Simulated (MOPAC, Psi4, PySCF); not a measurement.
Two rigid molecules brought together: CH4O ··· C2H6O (SMILES CO and COC). Monomers: optimised at B3LYP-D3(BJ) (def2-TZVP), held rigid. Orientation: lowest of the rigid-body minima from ten starts at GFN2-xTB. Only R, the distance of the centres of mass, is varied, so the lowest point isn't the relaxed dimer.

PM3, restricted, heats of formation (MOPAC); RMP2/3-21G = restricted MP2 (frozen core)/3-21G, no counterpoise correction (PySCF); RKS-B3LYP/LANL2DZ = restricted B3LYP/LANL2DZ, no counterpoise correction run with PySCF; SAPT0/jun-cc-pVDZ, frozen core (Psi4).

Interaction energies in kJ/mol; the last columns give the difference from SAPT0:

```tsv
R / Å	PM3	RMP2/3-21G	RKS-B3LYP/LANL2DZ	SAPT0/jun-cc-pVDZ	PM3 − SAPT0/jun-cc-pVDZ	RMP2/3-21G − SAPT0/jun-cc-pVDZ	RKS-B3LYP/LANL2DZ − SAPT0/jun-cc-pVDZ
2.98	91.67	-2.12	10.24	16.37	75.31	-18.49	-6.13
3.15	33.84	-32.60	-18.99	-9.52	43.36	-23.08	-9.47
3.39	-7.22	-46.17	-32.39	-22.87	15.65	-23.30	-9.52
3.58	-7.85	-45.81	-32.63	-24.54	16.68	-21.27	-8.09
3.80	-4.27	-40.43	-28.77	-22.54	18.27	-17.89	-6.23
4.02	-4.87	-32.94	-23.81	-19.08	14.21	-13.86	-4.73
4.25	-5.08	-24.72	-19.00	-15.40	10.32	-9.32	-3.60
4.57	-3.94	-15.07	-13.68	-11.21	7.26	-3.87	-2.47
5.10	-2.50	-6.57	-7.86	-6.76	4.26	0.19	-1.10
5.79	-1.53	-3.23	-4.08	-3.79	2.26	0.55	-0.29
6.80	-0.84	-1.64	-2.05	-1.88	1.03	0.24	-0.18
8.12	-0.44	-0.81	-1.04	-0.90	0.46	0.09	-0.13
```

PM3 is furthest from SAPT0/jun-cc-pVDZ at 2.98 (75.31 kJ/mol, above); its mean absolute difference over the points is 17.42 kJ/mol.

RMP2/3-21G is furthest from SAPT0/jun-cc-pVDZ at 3.39 (-23.30 kJ/mol, below); its mean absolute difference over the points is 11.01 kJ/mol.

RKS-B3LYP/LANL2DZ is furthest from SAPT0/jun-cc-pVDZ at 3.39 (-9.52 kJ/mol, below); its mean absolute difference over the points is 4.33 kJ/mol.
